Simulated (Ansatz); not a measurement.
Other settings, tried on (BeO)6 ring (Be6O6).

```yaml
crystal:
  periodic: [false, false, false]
  atoms:
    - {symbol: Be, position_ang: [-0.784887, -1.372738, 2.097053]}
    - {symbol: Be, position_ang: [-1.841676, -1.854919, -0.258214]}
    - {symbol: Be, position_ang: [-1.056524, -0.482261, -2.355164]}
    - {symbol: Be, position_ang: [0.785071, 1.372548, -2.097110]}
    - {symbol: Be, position_ang: [1.841482, 1.855099, 0.258270]}
    - {symbol: Be, position_ang: [1.056481, 0.482311, 2.355168]}
    - {symbol: O, position_ang: [-1.646343, -2.022470, 1.152516]}
    - {symbol: O, position_ang: [-1.815616, -1.464909, -1.637894]}
    - {symbol: O, position_ang: [-0.170610, 0.558191, -2.789782]}
    - {symbol: O, position_ang: [1.646378, 2.022400, -1.152523]}
    - {symbol: O, position_ang: [1.815724, 1.464833, 1.637882]}
    - {symbol: O, position_ang: [0.170509, -0.558095, 2.789778]}
basis:
  gaussian: {orbitals: STO-3G}
hamiltonian: {xc: {name: SPW92}}
scf: {omitted_lower_state_checks: [starts]}
output: {forces: true}
```

```sh
$ ansatz run in.yaml --threads 4 --pin off --events-out ev --progress --plain --max-ram 4787MiB
```

Output, abridged:

```
Functional definition: SPW92
782 factors; integrals over basis functions are off by at most 1.4e-3 eV
mean field evaluation 1: about -14392.6943 eV, gradient 1.7e1 eV
mean field evaluation 2: about -14389.3866 eV, gradient 3.9e1 eV
mean field evaluation 4: about -14393.5813 eV, gradient 9.3e-1 eV
mean field evaluation 8: about -14393.3705 eV, gradient 2.9e-2 eV
mean field evaluation 16: about -14393.3705 eV, gradient 2.4e-5 eV
a density is far from that of the atoms, so the factors are made again for it
900 factors; integrals over basis functions are off by at most 4.0e-5 eV
mean field -14393.36893320 eV, -528.9465521193 hartree, gradient 1.8e-5 eV, S^2 0.000000; 0 other end points of the search recorded, 0 dependent functions left out
reference -14393.36898028 eV, -528.9465538493 hartree; 36, 36 occupied and 24, 24 virtual orbitals, 900 factors
Total energy: -14393.36898028 eV, -528.9465538493 hartree
Atom 0 at    -0.784887    -1.372738     2.097053 Å, force     0.084104     0.148871    -0.228021 eV/Å
Atom 1 at    -1.841676    -1.854919    -0.258214 Å, force     0.200502     0.200597     0.028759 eV/Å
Atom 2 at    -1.056524    -0.482261    -2.355164 Å, force     0.113970     0.051880     0.253779 eV/Å
Atom 3 at     0.785071     1.372548    -2.097110 Å, force    -0.085071    -0.147987     0.228239 eV/Å
Atom 4 at     1.841482     1.855099     0.258270 Å, force    -0.199347    -0.201672    -0.029222 eV/Å
Atom 5 at     1.056481     0.482311     2.355168 Å, force    -0.113810    -0.052084    -0.253807 eV/Å
Atom 6 at    -1.646343    -2.022470     1.152516 Å, force     0.563517     0.690843    -0.394055 eV/Å
Atom 7 at    -1.815616    -1.464909    -1.637894 Å, force     0.618753     0.501048     0.560177 eV/Å
Atom 8 at    -0.170610     0.558191    -2.789782 Å, force     0.059755    -0.191100     0.952498 eV/Å
Atom 9 at     1.646378     2.022400    -1.152523 Å, force    -0.563628    -0.690640     0.394179 eV/Å
Atom 10 at     1.815724     1.464833     1.637882 Å, force    -0.619641    -0.500300    -0.559920 eV/Å
Atom 11 at     0.170509    -0.558095     2.789778 Å, force    -0.059105     0.190546    -0.952606 eV/Å
Dipole moment:    -0.000031     0.000031     0.000013 e Å
Checks for a lower state left out: starts
```

Hardware: 4 threads of Arm Neoverse V1 on a shared host. Wall time 1.4 s.
